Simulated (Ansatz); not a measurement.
Species: C₂H₁₀NSi₂ (charge 0, doublet). It need not be the lowest isomer of its formula. 
Coordinates optimised at B3LYP-D3(BJ)/def2-TZVP (Ansatz, a first-principles code):
```
Si
N 1 1.7434
H 2 1.0109 1 115.41
Si 2 1.7328 3 114.57 1 171.52
H 4 1.4816 2 107.98 3 0.17
H 4 1.4832 5 109.06 2 -121.57
H 4 1.4838 5 109.19 6 -116.63
C 1 1.8840 2 107.11 3 -166.56
H 8 1.0914 1 110.26 2 179.89
H 8 1.0915 9 107.59 1 -122.30
H 8 1.0947 9 108.17 10 -116.68
C 1 1.8864 2 108.97 3 -46.20
H 12 1.0916 1 110.83 2 178.53
H 12 1.0917 13 107.75 1 122.18
H 12 1.0947 13 108.48 14 116.92
```
Charge 0, spin multiplicity 2.

Dipole moments at this geometry, in debye (magnitudes).

```
level                    program  dipole (D)
-----------------------  -------  ----------
PBE/def2-TZVPD            Ansatz        0.99
BLYP/def2-TZVPD           Ansatz        0.94
HSE06/def2-TZVPD          Ansatz        0.97
CAM-B3LYP/def2-TZVPD      Ansatz        0.92
wB97X-V/def2-TZVPD        Ansatz        0.97
CCSD(T)/aug-cc-pV(D+d)Z   Ansatz        0.92
```
